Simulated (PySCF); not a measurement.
# Bonding in `CC[C@H]1C[Si@](F)(C(F)F)C1`

C6H11F3Si.
Atom-mapped SMILES: `[CH3:1][CH2:2][C@H:3]1[CH2:4][Si@:5]([F:6])([CH:7]([F:8])[F:9])[CH2:10]1` (hydrogens: H11, H12, H13 on C1; H14, H15 on C2; H16 on C3; H17, H18 on C4; H19 on C7; H20, H21 on C10)

Structure used (GFN2-xTB), in Å, numbered top down from 1:
```
atom  x, y, z in Å
C1    -2.9836    0.3045   -0.2488
C2    -1.9096   -0.4028    0.5701
C3    -0.5521    0.2741    0.4465
C4     0.5452   -0.3864    1.3278
Si5    1.6829   -0.5684   -0.1781
F6     2.1420   -2.0622   -0.6236
C7     3.3567    0.3928   -0.2957
F8     3.1588    1.7291   -0.4605
F9     4.0762    0.2622    0.8526
C10    0.0989    0.1267   -0.9569
H11   -3.1211    1.3240    0.1040
H12   -2.7047    0.3413   -1.2987
H13   -3.9322   -0.2197   -0.1645
H14   -2.2070   -0.4106    1.6214
H15   -1.8210   -1.4414    0.2421
H16   -0.6545    1.3296    0.7027
H17    0.8737    0.2373    2.1547
H18    0.2144   -1.3348    1.7461
H19    4.0064    0.0597   -1.1172
H20   -0.4302   -0.5958   -1.5743
H21    0.1519    1.0578   -1.5134
```

Bond orders from the PBE0/pcSseg-1 density (PySCF). One conformer (not necessarily the lowest) at the GFN2-xTB geometry, without solvent, vibrations or thermal averaging.

Q: Where do the orders between heavy atoms depart from those drawn in the SMILES?

A: The largest departure is 0.183, at Si5–C7 (drawn single, 0.817). Drawn single, order below 0.88: Si5–C7 (0.817).

Q: Set the Mayer orders of the bonds beside their lengths.

A: 
```tsv
bond	drawn as	length (Å)	Mayer order
C1–C2	single	1.525	1.060
C2–C3	single	1.522	1.007
C3–C4	single	1.555	0.971
C4–Si5	single	1.896	0.939
Si5–F6	single	1.625	0.954
Si5–C7	single	1.934	0.817
C7–F8	single	1.361	0.901
C7–F9	single	1.361	0.910
Si5–C10	single	1.897	0.924
C10–C3	single	1.554	0.967
C1–H11	single	1.088	0.966
C1–H12	single	1.087	0.964
C1–H13	single	1.087	0.968
C2–H14	single	1.093	0.950
C2–H15	single	1.093	0.946
C3–H16	single	1.091	0.944
C4–H17	single	1.086	0.944
C4–H18	single	1.088	0.939
C7–H19	single	1.099	0.937
C10–H20	single	1.088	0.933
C10–H21	single	1.086	0.943
```

By pair of heavy elements: C–C: lowest C10–C3 (0.967, 1.554 Å), highest C1–C2 (1.060, 1.525 Å). C–Si: lowest Si5–C7 (0.817, 1.934 Å), highest C4–Si5 (0.939, 1.896 Å). C–F: all 2 within 0.02 of one another (0.901 to 0.910).

Q: Sum the orders of all bonds at each heavy atom with more than one neighbour and set the sums beside the valence in the SMILES.

A: C1 3.958 (drawn 4), C2 3.963 (drawn 4), C3 3.889 (drawn 4), C4 3.793 (drawn 4), Si5 3.634 (drawn 4), C7 3.565 (drawn 4), C10 3.767 (drawn 4). Orders between atoms that aren't bonded are not in these sums.

The Mayer order sums products of elements of PS (density times overlap matrix) between the two atoms' basis functions, so it depends on the basis set.

The run behind these numbers computed NMR shieldings as well. Hardware: an Arm Neoverse V1 with one thread, no GPU, shared host with 32 logical CPUs at a one-minute load of 29. Cost: 59 s, 1.1 GiB resident at most.
